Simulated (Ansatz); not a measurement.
C₄₂H₂₄⁻, that is [10]phenacene with one electron more, relaxed as a doublet with UKS r2SCAN-D4/def2-SVP in Ansatz, starting from the r2SCAN-D4/def2-SVP geometry of the neutral singlet. Force threshold 0.03 eV/Å.

Single mean-field runs in def2-SVP are fitted with def2-universal-jkfit. The highest occupied level of the relaxed charge -1 doublet lies above zero (up to 0.06 eV). By energy differences its removal costs 0.87 eV (each at its own geometry, to the charge 0 singlet, at PBE0-D4/def2-SVP). The relaxation made no stability test and no search for a lower SCF solution.

Start:

```xyz
66

C     8.507    7.042   -1.509
C     7.437    7.154   -2.420
C     6.333    6.323   -2.314
C     6.244    5.341   -1.296
C     7.334    5.233   -0.375
C     8.452    6.095   -0.504
C     7.273    4.254    0.661
C     6.196    3.420    0.790
C     5.081    3.487   -0.105
C     5.106    4.451   -1.151
C     3.993    4.511   -2.036
C     2.915    3.672   -1.903
C     2.849    2.693   -0.873
C     3.944    2.602    0.034
C     3.874    1.621    1.066
C     2.797    0.782    1.199
C     1.683    0.841    0.313
C     1.712    1.807   -0.732
C     0.598    1.865   -1.617
C    -0.479    1.026   -1.485
C    -0.547    0.046   -0.453
C    -1.684   -0.840   -0.313
C    -2.797   -0.782   -1.199
C    -3.874   -1.622   -1.066
C    -3.944   -2.601   -0.034
C    -5.082   -3.487    0.105
C    -6.196   -3.420   -0.790
C    -7.272   -4.256   -0.662
C    -7.333   -5.235    0.374
C    -8.450   -6.097    0.502
C    -8.505   -7.045    1.507
C    -7.435   -7.155    2.419
C    -6.333   -6.323    2.313
C    -6.244   -5.341    1.295
C    -5.106   -4.450    1.152
C    -3.995   -4.509    2.037
C    -2.917   -3.670    1.905
C    -2.850   -2.692    0.874
C    -1.713   -1.805    0.733
C    -0.599   -1.864    1.618
C     0.478   -1.025    1.485
C     0.546   -0.045    0.454
H     9.375    7.702   -1.599
H     7.475    7.902   -3.217
H     5.523    6.437   -3.036
H     9.273    5.994    0.212
H     8.112    4.181    1.360
H     6.199    2.688    1.599
H     3.985    5.241   -2.846
H     2.095    3.771   -2.616
H     4.693    1.522    1.779
H     2.809    0.055    2.011
H     0.586    2.593   -2.430
H    -1.299    1.124   -2.197
H    -2.809   -0.055   -2.012
H    -4.693   -1.523   -1.780
H    -6.199   -2.689   -1.599
H    -8.111   -4.183   -1.361
H    -9.272   -5.997   -0.214
H    -9.372   -7.706    1.597
H    -7.474   -7.903    3.216
H    -5.523   -6.437    3.036
H    -3.987   -5.238    2.849
H    -2.097   -3.767    2.618
H    -0.587   -2.591    2.431
H     1.298   -1.123    2.198
```

| step | energy (eV) | largest force component (eV/Å) | SCF passes |
| --- | --- | --- | --- |
| 1 | -43893.5814 | 0.428 | 45 |
| 2 | -43893.6148 | 0.220 | 44 |
| 3 (rejected) | -43893.6131 | 0.153 | 36 |
| 4 | -43893.6209 | 0.016 | 33 |

Force components are those of the run's own axes.

End:

Cartesian coordinates in Å:
```
C 8.532 7.066 -1.516
C 7.466 7.178 -2.424
C 6.358 6.343 -2.318
C 6.261 5.358 -1.302
C 7.354 5.250 -0.379
C 8.470 6.111 -0.507
C 7.287 4.267 0.657
C 6.204 3.431 0.782
C 5.092 3.494 -0.105
C 5.121 4.470 -1.160
C 4.013 4.526 -2.038
C 2.929 3.684 -1.906
C 2.857 2.702 -0.876
C 3.954 2.610 0.033
C 3.878 1.626 1.064
C 2.795 0.785 1.195
C 1.684 0.839 0.316
C 1.720 1.816 -0.737
C 0.608 1.871 -1.616
C -0.474 1.030 -1.485
C -0.548 0.046 -0.454
C -1.685 -0.838 -0.315
C -2.796 -0.784 -1.195
C -3.878 -1.626 -1.064
C -3.954 -2.609 -0.033
C -5.092 -3.494 0.106
C -6.203 -3.432 -0.783
C -7.287 -4.268 -0.658
C -7.353 -5.251 0.378
C -8.469 -6.113 0.506
C -8.530 -7.068 1.514
C -7.465 -7.179 2.423
C -6.357 -6.343 2.317
C -6.261 -5.358 1.302
C -5.122 -4.469 1.161
C -4.014 -4.524 2.040
C -2.930 -3.682 1.908
C -2.857 -2.700 0.877
C -1.721 -1.815 0.737
C -0.609 -1.870 1.617
C 0.473 -1.028 1.486
C 0.548 -0.045 0.455
H 9.402 7.724 -1.603
H 7.503 7.926 -3.223
H 5.547 6.457 -3.040
H 9.291 6.007 0.211
H 8.126 4.191 1.358
H 6.205 2.699 1.592
H 4.003 5.256 -2.851
H 2.109 3.783 -2.619
H 4.696 1.525 1.778
H 2.808 0.056 2.008
H 0.595 2.599 -2.430
H -1.293 1.129 -2.199
H -2.808 -0.057 -2.009
H -4.696 -1.525 -1.779
H -6.205 -2.700 -1.593
H -8.125 -4.193 -1.359
H -9.289 -6.010 -0.213
H -9.400 -7.727 1.601
H -7.502 -7.927 3.221
H -5.547 -6.457 3.040
H -4.004 -5.253 2.853
H -2.111 -3.780 2.622
H -0.596 -2.597 2.431
H 1.292 -1.128 2.200
```

By distances, no bond broke or formed. The bond that changes most is C26–C35, from 1.42 to 1.44 Å (atoms count from 1).

No frequencies were taken in this run, so the end may be a saddle point.

Hardware: 2 threads of AMD EPYC 7R13 on a shared host and a share (18 GiB) of an NVIDIA H100 80GB HBM3. Wall time 60 s, peak host memory 1.4 GiB.
